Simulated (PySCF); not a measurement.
PySCF 2.14 output of an unrestricted MN15 calculation on a single atom or ion in x2c-TZVPall (6s5p4d1f, 48 functions), with the spin-free X2C one-electron Hamiltonian (Gaussian nucleus):

```
SCF conv_tol = 1e-09
number electrons alpha = 13  beta = 9
    H. S. Yu, X. He, S. L. Li, and D. G. Truhlar.,  Chem. Sci. 7, 5032-5051 (2016)
    H. S. Yu, X. He, S. L. Li, and D. G. Truhlar.,  Chem. Sci. 7, 5032-5051 (2016)
cycle= 1 E= -949.340962609272  delta_E= -0.0165  |g|= 0.0231  |ddm|= 0.197
cycle= 2 E= -949.341343042048  delta_E= -0.00038  |g|= 0.0257  |ddm|= 0.0483
cycle= 3 E= -949.341635605879  delta_E= -0.000293  |g|= 0.00535  |ddm|= 0.0207
cycle= 4 E= -949.34196110176  delta_E= -0.000325  |g|= 0.00527  |ddm|= 0.0423
cycle= 5 E= -949.342501994963  delta_E= -0.000541  |g|= 0.00549  |ddm|= 0.0811
cycle= 6 E= -949.343080015804  delta_E= -0.000578  |g|= 0.00595  |ddm|= 0.168
cycle= 7 E= -949.342906579934  delta_E= 0.000173  |g|= 0.01  |ddm|= 0.0767
cycle= 8 E= -949.343089940641  delta_E= -0.000183  |g|= 0.00323  |ddm|= 0.111
cycle= 9 E= -949.343098342217  delta_E= -8.4e-06  |g|= 7.25e-05  |ddm|= 0.0187
cycle= 10 E= -949.343098416357  delta_E= -7.41e-08  |g|= 8.53e-05  |ddm|= 0.00244
cycle= 11 E= -949.343098421085  delta_E= -4.73e-09  |g|= 3.63e-05  |ddm|= 0.000251
cycle= 12 E= -949.343098422166  delta_E= -1.08e-09  |g|= 8.79e-07  |ddm|= 0.000201
cycle= 13 E= -949.343098422167  delta_E= -5.68e-13  |g|= 1.96e-07  |ddm|= 6.16e-06
converged SCF energy = -949.343098422167  <S^2> = 6.0006375  2S+1 = 5.000255
```

The run itself started from symmetry-adapted Hartree-Fock orbitals and held the occupation by maximum overlap, on a logarithmic radial grid, so the iterations belong to that start.

**Question.** Which element, charge and spin multiplicity is this?

**Answer.** V⁺ (vanadium, charge +1), multiplicity 5; the state was [Ar] 3d4, high-spin 5D determinant.
